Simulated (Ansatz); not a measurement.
An input meant for Cu3O4 (charge 0, doublet; atoms displaced at random, 0.15 Å in each coordinate).

```yaml
crystal:
  periodic: [false, false, false]
  atoms:
    - {symbol: Cu, position_ang: [-1.278943, -0.674362, 0.099498]}
    - {symbol: Cu, position_ang: [0.782358, 0.766529, -0.085759]}
    - {symbol: Cu, position_ang: [1.430577, -1.563665, -0.159124]}
    - {symbol: O, position_ang: [-0.783683, 2.040726, 0.056774]}
    - {symbol: O, position_ang: [-1.557260, 1.127136, 0.106787]}
    - {symbol: O, position_ang: [2.287664, -0.337768, 0.200777]}
    - {symbol: O, position_ang: [-0.541197, -2.337328, -0.038102]}
basis:
  gaussian: {orbitals: aug-cc-pVDZ}
total_charge: 1
magnetization: {spin_polarized: true, initial_magnetization: 1}
hamiltonian: {xc: {name: B3LYP5}}
scf: {omitted_lower_state_checks: [starts]}
output: {forces: true}
```

```sh
$ ansatz run in.yaml --threads 4 --pin off --events-out ev --progress --plain --max-ram 4787MiB
```

Output, abridged:

```
Error: a molecule whose nuclei and cores have a total charge of 119 cannot have a net charge of 1 together with 1 unpaired electrons
```

In this input the number of unpaired electrons doesn't fit the electron count. The input was rejected before any iteration.
